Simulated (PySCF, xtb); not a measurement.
C3H10BN. Atoms are numbered in the order given.

```xyz
15

B      0.7852     0.7461     0.0000
H      1.9956     0.6387     0.0000
C      0.0878     2.1647     0.0000
H      0.8185     2.9857     0.0000
H     -0.5600     2.3004    -0.8836
H     -0.5600     2.3004     0.8836
N      0.0672    -0.4571     0.0000
C     -1.3730    -0.5407     0.0000
C      0.7118    -1.7484     0.0000
H     -1.7417    -1.0838     0.8893
H     -1.7417    -1.0838    -0.8893
H     -1.8220     0.4596     0.0000
H      0.4270    -2.3393    -0.8898
H      0.4270    -2.3393     0.8898
H      1.8016    -1.6226     0.0000
```
Charge 0, spin multiplicity 1.

Geometry optimised at PBE0-D3(BJ)/def2-SVP. The geometry has at least one imaginary mode, so it is a saddle point at that level. One conformer was computed; it need not be the lowest.

Computed with C-PCM-ωB97X/def2-SVP (PySCF).

The values are the electrostatic part of the solvation free energy, E(continuum) − E(gas) at the gas-phase geometry, in a cavity of scaled van der Waals radii (PySCF's table); cavitation and dispersion terms are not included. In vacuum the orbital gap is 12.45 eV. The dipole moment in vacuum is 1.62 D.

```tsv
solvent	ε	ΔG(elec) (kcal/mol)	dipole (D)	gap (eV)
water	78.36	-1.4	2.14	12.29
chlorobenzene	5.70	-1.2	2.04	12.32
1-octanol	9.86	-1.3	2.08	12.31
```

For comparison, GFN2-xTB/ALPB(water) (xtb, at the GFN2-xTB geometry, all terms of that model) gives -1.5 kcal/mol.
